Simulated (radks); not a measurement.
Problem. All-electron atom: Ca6+ in [Ne] 3s2 3p2 (the NIST ground configuration). Method: scalar-relativistic Kohn-Sham, exchange-only LDA, spin-polarised, spherical densities, finite nucleus; open shells are filled with parallel spins first; Fermi nuclear charge, rms radius 3.4776 fm; computed with a radial shooting solver on a logarithmic mesh with Libxc functionals. Some entries of the table are withheld. Estimate them.

orbital,occ.,eigenvalue (eV),<r> (bohr)
1s up,1,-4047.935,0.07701
1s down,1,-4047.037,0.07700
2s up,1,-517.7650,(1)
2s down,1,-516.7518,(2)
2p up,3,(3),0.3263
2p down,3,(4),0.3259
3s up,1,-136.7677,1.046
3s down,1,-131.8123,1.050
3p up,2,-116.1276,(5)
3p down,0,-111.2891,(6)

Solution. 
(1) 2s up <r> (bohr): 0.3641
(2) 2s down <r> (bohr): 0.3636
(3) 2p up eigenvalue (eV): -440.0732
(4) 2p down eigenvalue (eV): -438.8593
(5) 3p up <r> (bohr): 1.082
(6) 3p down <r> (bohr): 1.089
